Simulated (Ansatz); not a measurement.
**A basis-limit estimate, worked out**

An elementary step of BNH$_{5}$ClO$_{2}$, singlet (BNH₅O₂ ([NH3][B]([OH])[OH]) + Cl → BNH₅ClO₂ ([NH3][B]([OH])([OH])[Cl]); none broken or loosened, B–Cl formed or tightened). “Start” and “end” are the PBE0-D4/def2-TZVP structures reached by relaxing down either side of its saddle point, with the molecules still in contact.

Program: Ansatz 0.2.0. Basis: def2-TZVPP and def2-QZVPP. Cores are frozen in the correlated methods.

Energies in eV:

| quantity | end | start |
| --- | --- | --- |
| Hartree–Fock, triple zeta (X = 3) | -18818.18168 | -18817.84703 |
| Hartree–Fock, quadruple zeta (X = 4) | -18818.82192 | -18818.50901 |
| MP2 correlation, X = 3 | -27.48058 | -27.46099 |
| MP2 correlation, X = 4 | -29.73598 | -29.73482 |
| CCSD(T) correlation, X = 3 | -29.38400 | -29.36132 |

(1) Work out the step energy at the basis limit: extrapolate Hartree–Fock as E(X) = E∞ + A exp(−7.88 √X) and the MP2 correlation as E(X) = E∞ + B X^−2.97 (the exponents that Neese and Valeev fitted for def2-TZVPP and QZVPP), then add CCSD(T) − MP2 in triple zeta.

T1 diagnostic: at most 0.013.

Results:

(1) Each step is linear, so take the differences first (end − start): Hartree–Fock -0.33465 (X = 3) and -0.31291 (X = 4); MP2 correlation -0.01959 and -0.00116; CCSD(T) correlation -0.02268.
Two points give E∞ = E(4) + w [E(4) − E(3)], with w = 1/(exp(7.88 (2 − √3)) − 1) = 0.1377 for Hartree–Fock and w = 1/((4/3)^2.97 − 1) = 0.7407 for the correlation.
Hartree–Fock: -0.31291 + 0.1377 × 0.02174 = -0.3099 eV.
MP2 correlation: -0.00116 + 0.7407 × 0.01843 = 0.0125 eV.
CCSD(T) − MP2: -0.02268 − (-0.01959) = -0.0031 eV.
Sum: -0.3099 + 0.0125 + (-0.0031) = -0.3005 eV, or -6.93 kcal/mol. Plain CCSD(T) in triple zeta gives -0.3573 eV, so the larger basis shifts the result by 0.0568 eV.

Labels in which every atom is bracketed show which atoms are joined, not bond orders.

For scale, one of the runs: CCSD(T)/def2-TZVPP, 236 basis functions, launched by `ansatz run in.yaml --threads 4 --pin off --events-out ev --progress --plain --max-ram 9574MiB`. Time: 2.7 min of wall clock on 4 CPU threads of an Intel Xeon; the host was shared. Peak host memory: 4.6 GiB.
